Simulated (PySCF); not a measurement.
MoO₂F, doublet: data card

These are results of UPBE0/[Mo def2-TZVP with ECP28, O def2-TZVP, F def2-TZVP], scalar-relativistic core potentials, density fitting, no spin–orbit coupling, PySCF, not measurements.

The structure is a saddle point with 1 imaginary mode.

Z-matrix (Å, degrees; charge 0 multiplicity 2):
```
Mo
O  1 1.6776
O  1 1.6776 2 112.00
F  1 1.8640 2 124.00 3 180.00
```

| Item | Value |
| --- | --- |
| Point group | C2v |
| Bond lengths | Mo–F 1.864 Å, Mo–O 1.678 Å (×2) |
| Bond angles | F–Mo–O 124.0° (×2), O–Mo–O 112.0° |
| Principal quadrupole moments (Buckingham, traceless) about the centre of mass | -5.80, -2.96, 8.77 D Å |
| Atomisation energy without zero-point energy | 1643 kJ/mol |
| Spin squared ⟨S²⟩ | 0.761 |
| Lowest empty level (β) | -3.98 eV |
| Dipole moment | 1.09 D |
| Highest occupied level (α) | -7.88 eV |
| Principal polarisabilities | 33.8, 38.5, 44.2 bohr³ |
| Zero-point energy (real modes) | 19.9 kJ/mol |
| Rotational constants | 0.2724, 0.1794, 0.1082 cm⁻¹ |

Harmonic modes (masses in u: Mo 97.905, O 15.995, F 18.998):
```json
{"symmetry": "b1", "ω (cm⁻¹)": "112i", "IR (km/mol)": "–", "μ (u)": "23.40"}
{"symmetry": "b2", "ω (cm⁻¹)": "211", "IR (km/mol)": "9.5", "μ (u)": "19.89"}
{"symmetry": "a1", "ω (cm⁻¹)": "340", "IR (km/mol)": "0.4", "μ (u)": "17.27"}
{"symmetry": "a1", "ω (cm⁻¹)": "691", "IR (km/mol)": "125", "μ (u)": "21.69"}
{"symmetry": "b2", "ω (cm⁻¹)": "1016", "IR (km/mol)": "258", "μ (u)": "19.12"}
{"symmetry": "a1", "ω (cm⁻¹)": "1063", "IR (km/mol)": "78.0", "μ (u)": "17.54"}
```

In C2v the vibrations span b1 + 2b2 + 3a1. Here b1 is antisymmetric to the molecular plane and b2 lies in it.

Charges (e):
```tsv
atom	Mulliken	Löwdin	polar tensor	spin (Mulliken)	Mayer order to Mo1
Mo1	1.58	0.85	2.03	1.08	–
O2,3	-0.54	-0.28	-0.69	-0.03	1.98
F4	-0.49	-0.29	-0.65	-0.01	0.78
```

Mulliken populations on Mo1 (electrons outside its core potential): s 2.32, p 6.19, d 3.82, f 0.08.

Outer orbital energies (eV). α occupied: -13.15, -12.60, -11.99, -11.70, -10.85, -10.64, -9.67, -7.88; empty: -3.82, -2.89, -0.51, -0.07. β occupied: -13.51, -13.12, -12.41, -11.94, -11.60, -10.96, -10.37, -9.74; empty: -3.98, -3.40, -2.58, -0.20.

This need not be the most stable arrangement of these atoms. Open d and f shells are described by one determinant, and the ground state may have another occupation or spin. At this level a doublet minimum of Cs symmetry lies 5 kJ/mol below this structure.

The final relaxation and frequency run took 59 s on 4 threads of a shared Arm Neoverse V2 host, with 133 basis functions and 13 gradients; the process peaked at 1.5 GiB.
